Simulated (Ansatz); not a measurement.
AlHSeO (SMILES [O]1[AlH][Se]1), singlet: a single point at a frame of a short PBE0-D4/def2-SVP trajectory.

in.yaml

```yaml
crystal:
  periodic: [false, false, false]
  atoms:
    - {symbol: O, position_ang: [-1.147256, -0.694365, -0.139110]}
    - {symbol: Al, position_ang: [0.156247, 0.479921, -0.090264]}
    - {symbol: Se, position_ang: [0.429868, -1.675009, 0.625513]}
    - {symbol: H, position_ang: [0.474851, 1.904341, -0.497037]}
basis:
  gaussian: {orbitals: def2-TZVPP}
hamiltonian: {xc: {name: wB97M-V}}
output: {forces: true}
```

Run by:

```bash
ansatz run in.yaml --threads 2 --pin off --events-out ev --progress --plain --max-ram 3481MiB
```

Output of Ansatz 0.2.0:

```
Functional definition: wB97M-V
  name "wB97M-V"
  cite "Mardirossian & Head-Gordon, J. Chem. Phys. 144, 214110 (2016) doi:10.1063/1.4952647"
  cite "Becke, J. Chem. Phys. 107, 8554 (1997) doi:10.1063/1.475007"
  cite "Vydrov & Van Voorhis, J. Chem. Phys. 133, 244103 (2010) doi:10.1063/1.3521275"
  # Of w^i u^j: cxij and so on, Table III.
  parameter omega = 0.3/bohr
  parameter cx = 0.15
  parameter cx01 = 1.007
  parameter cx10 = 0.259
  parameter css00 = 0.443
  parameter css04 = -1.437
  parameter css10 = -4.535
  parameter css20 = -3.390
  parameter css43 = 4.278
  parameter cos00 = 1.000
  parameter cos10 = 1.358
  parameter cos20 = 2.924
  parameter cos21 = -8.812
  parameter cos60 = -1.390
  parameter cos61 = 9.142
  parameter b = 6.0
  parameter c = 0.01
  gx(w, u) = 1 - cx + cx01*u + cx10*w
  gss(w, u) = css00 + css04*u^4 + css10*w + css20*w^2 + css43*w^4*u^3
  gos(w, u) = cos00 + cos10*w + (cos20 + cos21*u)*w^2 + (cos60 + cos61*u)*w^6
  exchange = spin_sum(e_x_unif_sr(omega)*gx(b97_w, b97_u_x)) + cx*exact_x_sr(omega) + exact_x_lr(omega)
  correlation = spin_sum(e_c_pw_mod_same_spin*gss(b97_w, b97_u_same))
      + integral(e_c_pw_mod_opposite_spin*gos(b97_w_opposite, b97_u_opposite)) + vv10(b, c)
877 factors; their error is unknown
170 factors; integrals over basis functions are off by at most 2.3e-5 eV
mean field evaluation 1: about -74000.6844 eV, gradient 5.4e1 eV
mean field evaluation 2: about -73987.3320 eV, gradient 9.9e1 eV
mean field evaluation 4: about -74006.0951 eV, gradient 2.5e0 eV
mean field evaluation 8: about -74006.1107 eV, gradient 6.2e-2 eV
mean field evaluation 16: about -74006.3543 eV, gradient 2.0e-4 eV
mean field -74006.35425710 eV, -2719.6833556397 hartree, gradient 4.1e-5 eV, S^2 0.000000; 0 other end points of the search recorded, 0 dependent functions left out
the calculation of the forces begins
reference -74006.35429948 eV, -2719.6833571974 hartree; 28, 28 occupied and 107, 107 virtual orbitals, 877 factors
Total energy: -74006.35429948 eV, -2719.6833571974 hartree
Atom 0 at    -1.147256    -0.694365    -0.139110 Å, force     1.421795     0.465422     0.316462 eV/Å
Atom 1 at     0.156247     0.479921    -0.090264 Å, force    -1.004704    -1.887806     0.169745 eV/Å
Atom 2 at     0.429868    -1.675009     0.625513 Å, force    -0.578079     0.912750    -0.415568 eV/Å
Atom 3 at     0.474851     1.904341    -0.497037 Å, force     0.160988     0.509635    -0.070638 eV/Å
Dipole moment:     0.412007     0.649557    -0.043949 e Å
```

The run took about 9 s on 2 CPU threads of an Arm Neoverse V1 (shared host).
